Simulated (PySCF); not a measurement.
## Chlorine: a sound run and one with changed settings

Sound run: Cl⁺ [Ne] 3s2 3p4, Cl²⁺ [Ne] 3s2 3p3. Calculation: PySCF 2.14, in cc-pVTZ-DK (5s4p2d1f, 34 functions); the spin-free X2C one-electron Hamiltonian (Gaussian nucleus). In the sound run the correlated levels freeze [Ne]. The sound run starts from symmetry-adapted Hartree-Fock orbitals and uses a fine grid where one is needed.

Changed run: basis STO-3G, all-electron and non-relativistic. This setting is unsound on purpose.

```json
{"species": "Cl⁺", "method": "UHF", "sound run (hartree)": "-460.46221", "changed run (hartree)": "-454.12970", "converged": "yes"}
{"species": "Cl⁺", "method": "TPSS", "sound run (hartree)": "-461.11865", "changed run (hartree)": "-454.67863", "converged": "yes"}
{"species": "Cl⁺", "method": "LDA", "sound run (hartree)": "-459.57431", "changed run (hartree)": "-453.11261", "converged": "yes"}
{"species": "Cl⁺", "method": "MP2", "sound run (hartree)": "-460.58581", "changed run (hartree)": "-454.12970", "converged": "yes"}
{"species": "Cl²⁺", "method": "UHF", "sound run (hartree)": "-459.63280", "changed run (hartree)": "-453.24325", "converged": "yes"}
{"species": "Cl²⁺", "method": "TPSS", "sound run (hartree)": "-460.24065", "changed run (hartree)": "-453.73441", "converged": "yes"}
{"species": "Cl²⁺", "method": "LDA", "sound run (hartree)": "-458.69417", "changed run (hartree)": "-452.17094", "converged": "yes"}
{"species": "Cl²⁺", "method": "MP2", "sound run (hartree)": "-459.72830", "changed run (hartree)": "-453.24325", "converged": "yes"}
```

Ionisation energy of Cl⁺:

```tsv
method	sound run (eV)	changed run (eV)
UHF	22.569	24.121
TPSS	23.892	25.694
LDA	23.950	25.624
MP2	23.334	24.121
SCS-MP2	23.416	24.121
```

A minimal basis cannot let orbitals breathe on ionisation and holds almost no correlation. The Hamiltonian changed with the basis, so the totals do not compare.

For comparison, NIST gives 23.814 eV between the lowest levels.
